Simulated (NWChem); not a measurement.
Molecule: C2H6BFO; SMILES OB(F)CC

```xyz
11

B     -0.0076     0.6272     0.0000
F     -0.7045     1.7632     0.0000
C     -0.7810    -0.7455     0.0000
C      0.0803    -2.0027     0.0000
H     -1.4601    -0.7348    -0.8718
H     -1.4601    -0.7348     0.8718
H      0.7304    -2.0533     0.8899
H      0.7304    -2.0533    -0.8899
H     -0.5238    -2.9227     0.0000
O      1.3361     0.7634     0.0000
H      1.7931    -0.0830     0.0000
```
Atoms are numbered in this order, from 1.

The geometry was optimised at PBE0/def2-SVP.

**Question.** Give the principal values of the shielding tensors (ppm) of B1, F2, C3, C4, O10 from KT2/pcSseg-1, GIAO (NWChem), with their diamagnetic and paramagnetic parts as GIAO splits them.

**Answer.** 
```
atom    σ11    σ22    σ33  isotropic  diamagnetic  paramagnetic
----  -----  -----  -----  ---------  -----------  ------------
B1     45.3   83.3   84.0       70.9        194.4        -123.6
F2     89.2  287.2  379.8      252.1        472.4        -220.4
C3    166.9  171.5  188.2      175.5        254.2         -78.7
C4    166.4  169.0  187.0      174.1        250.6         -76.4
O10    27.6  247.7  291.7      189.0        389.8        -200.8
```
